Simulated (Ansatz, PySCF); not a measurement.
Dimer: GeH4 (SMILES [GeH4]) (first 5 atoms) with C2H6O (SMILES COC); geometry from B3LYP-D3(BJ)/def2-TZVP, rigid monomers moved along the line of their centres of mass till Ge1···O7 is 3.61 Å.
(charge 0, multiplicity 1):
```xyz
14

Ge     0.27548     0.00491     0.66784
H     -0.18959    -1.42929     0.94693
H     -0.71871     1.01108     1.26635
H      0.31994     0.22170    -0.85823
H      1.67846     0.24257     1.23904
C      0.42160     0.88301     4.80983
O      0.03538    -0.35604     4.25595
C     -1.30903    -0.67966     4.53697
H      0.33123     0.87561     5.90337
H     -0.18911     1.70448     4.41368
H      1.46237     1.05047     4.53808
H     -1.48128    -0.76098     5.61761
H     -1.51726    -1.63993     4.06829
H     -1.99432     0.07450     4.12906
```

Counterpoise-corrected where a basis set is named; no monomer relaxation.

Correlated levels freeze the cores. Filled d and f shells under p-block atoms count as core.

Run with Ansatz (Gaussian orbitals); PySCF for the dispersion terms. Each number belongs to the level named beside it.

PBE/def2-TZVPPD gives -0.93 kcal/mol for the interaction energy.

Problem. Predict the shift from PBE, with its sign, for: PBE-D3(BJ)/def2-TZVPPD, r2SCAN/def2-TZVPPD, B3LYP/def2-TZVPPD, wB97M-V/def2-TZVPPD, MP2/aug-cc-pVDZ.

Solution. PBE-D3(BJ)/def2-TZVPPD -1.16; r2SCAN/def2-TZVPPD -0.45; B3LYP/def2-TZVPPD 0.66; wB97M-V/def2-TZVPPD -1.11; MP2/aug-cc-pVDZ -0.96 kcal/mol. 1 of 5 lie above PBE; the widest gap is to PBE-D3(BJ)/def2-TZVPPD.

Ansatz is an electronic-structure program.
